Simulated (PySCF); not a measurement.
AlF$_{4}$, charge -1, singlet, at a GFN2-xTB geometry (such geometries of metal compounds can be far from the true shape). Base run: DF-HF/aug-cc-pVDZ in PySCF.

The PySCF input:
```python
from pyscf import gto, scf

mol = gto.M(
    atom='''
Al   -0.000000    0.000000   -0.000000
F     1.586799   -0.299633   -0.476104
F     0.000013    0.796178    1.483404
F    -0.759757    0.962559   -1.153531
F    -0.827055   -1.459103    0.146232
''',
    basis='aug-cc-pvdz',
    charge=-1,
    spin=0,
    verbose=4,
)

mf = scf.RHF(mol)
mf = mf.density_fit(auxbasis='def2-universal-jkfit')
mf.kernel()
```

The base run was repeated with changes; each row names its change, and settings that it needs were set with it.

```json
[
 {"change": "base", "basis functions": "119", "E (Eh)": "-640.12226", "HOMO (eV)": "-10.86", "HOMO-LUMO gap (eV)": "14.77"},
 {"change": "basis = pcseg-0", "basis functions": "49", "E (Eh)": "-638.60918", "HOMO (eV)": "-10.20", "HOMO-LUMO gap (eV)": "19.35"},
 {"change": "basis = pc-1", "basis functions": "74", "E (Eh)": "-639.94978", "HOMO (eV)": "-10.82", "HOMO-LUMO gap (eV)": "20.81"},
 {"change": "basis = def2-SVP", "basis functions": "74", "E (Eh)": "-639.65465", "HOMO (eV)": "-10.50", "HOMO-LUMO gap (eV)": "19.30"},
 {"change": "basis = cc-pV(D+d)Z", "basis functions": "79", "E (Eh)": "-640.07947", "HOMO (eV)": "-10.52", "HOMO-LUMO gap (eV)": "20.22"},
 {"change": "basis = 6-31+G*", "basis functions": "94", "E (Eh)": "-640.07435", "HOMO (eV)": "-10.89", "HOMO-LUMO gap (eV)": "15.92"},
 {"change": "basis = 6-311G**", "basis functions": "98", "E (Eh)": "-640.16969", "HOMO (eV)": "-10.58", "HOMO-LUMO gap (eV)": "18.17"},
 {"change": "basis = def2-SVPD", "basis functions": "116", "E (Eh)": "-639.69829", "HOMO (eV)": "-11.03", "HOMO-LUMO gap (eV)": "16.01"},
 {"change": "basis = aug-pcseg-1", "basis functions": "119", "E (Eh)": "-639.96045", "HOMO (eV)": "-10.93", "HOMO-LUMO gap (eV)": "14.55"},
 {"change": "basis = cc-pV(T+d)Z", "basis functions": "159", "E (Eh)": "-640.23625", "HOMO (eV)": "-10.68", "HOMO-LUMO gap (eV)": "19.51"},
 {"change": "basis = def2-TZVP", "basis functions": "161", "E (Eh)": "-640.26080", "HOMO (eV)": "-10.74", "HOMO-LUMO gap (eV)": "19.30"},
 {"change": "basis = def2-TZVPP", "basis functions": "166", "E (Eh)": "-640.26089", "HOMO (eV)": "-10.74", "HOMO-LUMO gap (eV)": "19.30"},
 {"change": "basis = def2-TZVPD", "basis functions": "203", "E (Eh)": "-640.26464", "HOMO (eV)": "-10.84", "HOMO-LUMO gap (eV)": "16.00"}
]
```

Totals compare only among sets that treat the same electrons; sets with core potentials leave the core out.
